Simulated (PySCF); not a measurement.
Two-component Hartree-Fock for Eu³⁹⁺ (europium, charge +39)

Start: [Ar] 3d6; 3d3/2 filled at m_j = -3/2, -1/2, +1/2, +3/2; 3d5/2 filled at m_j = +3/2, +5/2. Calculated with PySCF 2.14 in an uncontracted even-tempered set (16 s from 8.1 bohr⁻², ratio 2.8; 12 p from 11 bohr⁻², ratio 2.8; 8 d from 11 bohr⁻², ratio 2.8; 3 f from 37 bohr⁻², ratio 3): generalised Hartree-Fock with the X2C-1e Hamiltonian and a Gaussian nucleus; one run each with spin-orbit coupling (SO) switched off, then screened by Boettger's factors.

```tsv
spinor shell	electrons	ε, spin-free (eV)	ε, screened SO (eV)	weight of nominal j (screened SO)	rms radius, screened SO (bohr)
1s1/2	2	-50729.5	-50718.8	1.000	0.0254
2s1/2	2	-10038.6	-10034.3	1.000	0.102
2p1/2	2	-9156.4	-9621.9	1.000	0.0877
2p3/2	4	-9156.4	-8952.4	1.000	0.0937
3s1/2	2	-3543.9	-3542.5	1.000	0.256
3p1/2	2	-3259.8	-3376.0	0.997	0.246
3p3/2	4	-3259.8	-3208.0	0.998	0.259
3d3/2	4	-2939.2	-2953.5	0.954	0.226
3d5/2	2	-2939.2	-2920.1	0.952	0.229
```

| quantity | spin-free | screened SO |
| --- | --- | --- |
| E (hartree) | -9736.08597 | -9743.85783 |
| M_J | 4 | 4 |
| ⟨J²⟩ | 20.000 | 20.019 |
| ⟨L²⟩ | 6.000 | 11.053 |
| ⟨S²⟩ | 6.000 | 3.484 |

Each row is a mean over spinors that exchange with the open shell spreads, by up to 36.356 eV (3p3/2).

Breit and QED terms are absent; they matter most for the inner s and p1/2 levels.

Densities and radii are taken from the X2C orbitals without a picture-change correction, which distorts them close to the nucleus.

Without spin-orbit coupling the j labels of p, d and f shells carry no meaning; the spin-free column gives the mean over the occupied spinors of each nl shell.
